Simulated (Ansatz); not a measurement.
Z-matrix (Å, degrees):
```
C
Si 1 1.873
N 1 1.454 2 108.8
H 1 1.101 2 109.1 3 -127.2
H 1 1.094 2 106.7 3 118.0
I 2 2.429 1 110.7 3 -68.7
Cl 2 2.054 1 109.0 3 170.3
H 2 1.481 1 111.8 3 51.3
H 3 1.011 1 111.5 2 -73.1
H 3 1.011 1 111.6 2 166.4
```

The species carries charge 0 and has multiplicity 1. I takes the def2 core potential.

(1) List the PBE0/def2-TZVPP orbital energies in eV (the Gaussian-basis code of Ansatz). (An estimate is asked.)

Answers

(1) Computed: Occupied: -2767.48, -1804.24, -391.41, -279.14, -259.33, -197.61, -197.48, -197.48, -187.63, -146.40, -133.54, -133.33, -133.33, -101.12, -101.07, -101.00, -52.65, -52.57, -52.57, -52.39, -52.39, -25.19, -23.28, -19.62, -18.93, -14.91, -13.92, -13.29, -11.93, -11.08, -10.39, -10.25, -9.07, -8.94, -7.76, -7.65, -7.22. Lowest empty: -0.50, 0.17, 0.93, 1.40, 1.62, 2.11, 2.49, 3.05.
